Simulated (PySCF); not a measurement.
Molecule: SMILES C(CC)CC(N)=O, C₅H₁₁NO.

Geometry:
| atom | x (Å) | y (Å) | z (Å) |
| --- | --- | --- | --- |
| C1 | -2.949 | 0.121 | 0.522 |
| C2 | -1.685 | -0.356 | -0.176 |
| C3 | -0.414 | 0.229 | 0.422 |
| C4 | 0.848 | -0.246 | -0.272 |
| C5 | 2.113 | 0.365 | 0.307 |
| N6 | 3.271 | -0.081 | -0.253 |
| O7 | 2.101 | 1.190 | 1.197 |
| H8 | -2.944 | -0.158 | 1.588 |
| H9 | -3.853 | -0.313 | 0.069 |
| H10 | -3.043 | 1.217 | 0.471 |
| H11 | -1.735 | -0.099 | -1.250 |
| H12 | -1.635 | -1.459 | -0.138 |
| H13 | -0.349 | -0.021 | 1.494 |
| H14 | -0.448 | 1.330 | 0.387 |
| H15 | 0.932 | -1.347 | -0.217 |
| H16 | 0.813 | -0.006 | -1.350 |
| H17 | 3.286 | -0.762 | -0.997 |
| H18 | 4.144 | 0.300 | 0.085 |

Geometry PBE0-D3(BJ)/def2-SVP throughout; GIAO in PySCF 2.14, gas phase, one conformer, non-relativistic; equivalent atoms averaged; basis pcSseg-1.

For orientation, KT2 gives these absolute shieldings σ: C4 148.2, C3 153.0, C2 155.7, C1 166.4, N6 155.8, H17 26.83, H15/H16 29.30, H8/H9/H10 30.13, H11/H12 30.05 ppm.

A run gave: C4 148.6, C3 156.7, C2 159.4, C1 168.0, N6 153.8, H17 26.95, H15/H16 29.61, H8/H9/H10 30.34, H11/H12 30.39 ppm (absolute shieldings σ).

Problem. Which functional was used in that run?
A. B97-D
B. wB97X-D
C. BLYP
D. WP04

Solution. B. C2 tells them apart best: wB97X-D gives 159.4, B97-D gives 150.9, BLYP gives 145.8, WP04 gives 144.8 ppm.
